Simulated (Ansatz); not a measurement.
C$_{3}$H$_{8}$As, doublet, geometry from GFN2-xTB. Base run: Ansatz (an electronic-structure program) with PBE0/6-31G.

The Ansatz input:
Ansatz 0.2 input:
```yaml
crystal:
  periodic: [false, false, false]
  atoms:
    - {symbol: C, position_ang: [-1.06519029, 1.78483099, 0.03108030]}
    - {symbol: C, position_ang: [-0.76655125, 0.36846721, -0.33389339]}
    - {symbol: C, position_ang: [-1.95211724, -0.52631047, -0.48317032]}
    - {symbol: As, position_ang: [0.91553816, -0.40089944, 0.22269269]}
    - {symbol: H, position_ang: [-1.54395907, 1.85767815, 1.01530513]}
    - {symbol: H, position_ang: [-1.75664549, 2.22927244, -0.68771601]}
    - {symbol: H, position_ang: [-0.15135721, 2.38131331, 0.05400838]}
    - {symbol: H, position_ang: [-2.65585291, -0.11386931, -1.20908699]}
    - {symbol: H, position_ang: [-2.50022148, -0.63413665, 0.46085300]}
    - {symbol: H, position_ang: [-1.64900049, -1.52122396, -0.81434270]}
    - {symbol: H, position_ang: [0.99654841, -1.34845491, -0.94467525]}
    - {symbol: H, position_ang: [1.75088179, 0.61717613, -0.50730393]}
basis:
  gaussian:
    orbitals: 6-31G
hamiltonian:
  xc: pbe0
magnetization: {spin_polarized: true, initial_magnetization: 1}
```

Each row names what was changed in the base input (with any setting that the change needs).

```json
[
 {"change": "base", "basis functions": "72", "E (Eh)": "-2354.12813"},
 {"change": "basis = x2c-SVPall; relativity = spin-free X2C; nucleus = Gaussian", "basis functions": "114", "E (Eh)": "-2378.98360"},
 {"change": "basis = ANO-RCC-VDZP; relativity = spin-free X2C; nucleus = Gaussian", "basis functions": "109", "E (Eh)": "-2379.50168"},
 {"change": "basis = x2c-SVPall; relativity = none", "basis functions": "114", "E (Eh)": "-2343.99422"},
 {"change": "basis = ANO-RCC-VDZP; relativity = spin-free X2C", "basis functions": "109", "E (Eh)": "-2379.51729"},
 {"change": "basis = x2c-SVPall; relativity = spin-free X2C", "basis functions": "114", "E (Eh)": "-2378.99557"},
 {"change": "basis = ANO-RCC-VDZP; relativity = none", "basis functions": "109", "E (Eh)": "-2338.86676"},
 {"change": "basis = x2c-TZVPall; relativity = spin-free X2C; nucleus = Gaussian", "basis functions": "189", "E (Eh)": "-2379.49881"},
 {"change": "basis = x2c-TZVPall; relativity = none", "basis functions": "189", "E (Eh)": "-2343.18829"},
 {"change": "basis = x2c-TZVPall; relativity = spin-free X2C", "basis functions": "189", "E (Eh)": "-2379.51191"}
]
```

Totals shift with the method and basis; they matter in differences.

Ansatz warned in this series: the basis is contracted for relativity, which the run leaves out.

Basis sets contracted for a relativistic Hamiltonian are a mismatch without it, so the rows without relativity aren't non-relativistic limits. No row has spin-orbit coupling; sets with core potentials leave out the core electrons.
